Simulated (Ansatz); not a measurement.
Cost and result for the atomization energy of `[CH]=[CH][GeH2][OH]` radical (9 atoms, 8 bonds).

```xyz
9

C     0.159   -0.452    1.891
C     0.692   -0.201    0.734
Ge   -0.326    0.692   -0.670
O    -0.457   -0.391   -2.081
H     0.411   -0.906    2.840
H     1.724   -0.489    0.504
H     0.423    1.910   -1.225
H    -1.721    1.047   -0.126
H    -0.907   -1.211   -1.868
```

Charge 0, multiplicity 2. Correlated methods include outer-core shells of Ge, which these sets cover unevenly. Scalar relativity is left out up to krypton. Geometry: relaxed with PBE0-D4/def2-TZVP. It is one conformer, not always the lowest. Program: Ansatz. All runs use 4 threads of an Arm Neoverse V2 on a shared host. Times are those of one run each, without the atoms' runs, and a repeat can differ threefold. Electronic energies, without spin–orbit coupling; frozen cores. CCSD(T)/CBS adds CCSD(T) − MP2 in def2-TZVPP to the MP2 limit, and its time is that of the two runs behind it. T1 = 0.025; ⟨S²⟩ of the reference is 0.91. With those shells the extrapolation isn't a true limit.

CCSD(T)/CBS is a level of theory with its own doubt, some kJ/mol a heavy atom from the limit and from the frozen cores, so smaller differences don't rank the functionals.

```tsv
level	functions	wall time
LDA (SPW92)/def2-TZVPP	211	1.4 s
revPBE-D4/def2-TZVPP	211	2.5 s
BLYP-D4/def2-TZVPP	211	2.6 s
PBE-D4/def2-TZVPP (with forces)	211	2.8 s
BHLYP-D4/def2-TZVPP	211	5.5 s
r2SCAN-D4/def2-TZVPP (with forces)	211	6.5 s
r2SCANh-D4/def2-TZVPP	211	8 s
B97M-V/def2-TZVPP	211	13 s
ωB97M-V/def2-TZVPP (with forces)	211	13 s
CCSD(T)/def2-SVP	99	17 s
MP2/def2-QZVPP	410	33 s
CCSD(T)/def2-TZVPP	211	6.5 min
CCSD(T)/CBS(def2)	–	7.1 min
```

Task: What atomization energy does each give, and how far from CCSD(T)/CBS? (An estimate is asked.)

Result: Computed: 
```json
{"level": "LDA (SPW92)/def2-TZVPP", "atomization (kcal/mol)": "866.6", "difference from CCSD(T)/CBS": "113.7", "per bond": "14.2"}
{"level": "revPBE-D4/def2-TZVPP", "atomization (kcal/mol)": "747.0", "difference from CCSD(T)/CBS": "-5.9", "per bond": "-0.7"}
{"level": "BLYP-D4/def2-TZVPP", "atomization (kcal/mol)": "750.6", "difference from CCSD(T)/CBS": "-2.3", "per bond": "-0.3"}
{"level": "PBE-D4/def2-TZVPP (with forces)", "atomization (kcal/mol)": "767.4", "difference from CCSD(T)/CBS": "14.5", "per bond": "1.8"}
{"level": "BHLYP-D4/def2-TZVPP", "atomization (kcal/mol)": "725.8", "difference from CCSD(T)/CBS": "-27.1", "per bond": "-3.4"}
{"level": "r2SCAN-D4/def2-TZVPP (with forces)", "atomization (kcal/mol)": "757.3", "difference from CCSD(T)/CBS": "4.4", "per bond": "0.6"}
{"level": "r2SCANh-D4/def2-TZVPP", "atomization (kcal/mol)": "751.4", "difference from CCSD(T)/CBS": "-1.5", "per bond": "-0.2"}
{"level": "B97M-V/def2-TZVPP", "atomization (kcal/mol)": "756.0", "difference from CCSD(T)/CBS": "3.1", "per bond": "0.4"}
{"level": "ωB97M-V/def2-TZVPP (with forces)", "atomization (kcal/mol)": "749.7", "difference from CCSD(T)/CBS": "-3.2", "per bond": "-0.4"}
{"level": "CCSD(T)/def2-SVP", "atomization (kcal/mol)": "707.7", "difference from CCSD(T)/CBS": "-45.2", "per bond": "-5.6"}
{"level": "MP2/def2-QZVPP", "atomization (kcal/mol)": "751.5", "difference from CCSD(T)/CBS": "-1.4", "per bond": "-0.2"}
{"level": "CCSD(T)/def2-TZVPP", "atomization (kcal/mol)": "735.6", "difference from CCSD(T)/CBS": "-17.3", "per bond": "-2.2"}
{"level": "CCSD(T)/CBS(def2)", "atomization (kcal/mol)": "752.9", "difference from CCSD(T)/CBS": "0.0", "per bond": "0.0"}
```

The D4 term adds +6.0 kcal/mol with B3LYP and +3.1 kcal/mol with PBE0; it sums over pairs of atoms, weighted by their polarisabilities, and B3LYP, whose exchange is more repulsive, gets the larger term. From BLYP to BHLYP (50 % exact exchange), in def2-TZVPP and without D4, the atomization energy moves by −21.3 kcal/mol: exact exchange takes away binding that semilocal exchange gives to molecules. Leaving LDA and LC-ωPBE aside and taking each functional with its dispersion term where it has one, the values spread over 41.6 kcal/mol, from BHLYP-D4 to PBE-D4. LDA lies +102.9 kcal/mol from PBE without D4, its usual overbinding.

B3LYP here is the variant with VWN-RPA as its local correlation; programs differ in this.

For some Ge, Se and Sn compounds the MP2-based and the directly extrapolated limit differ by 10 to 25 kJ/mol.
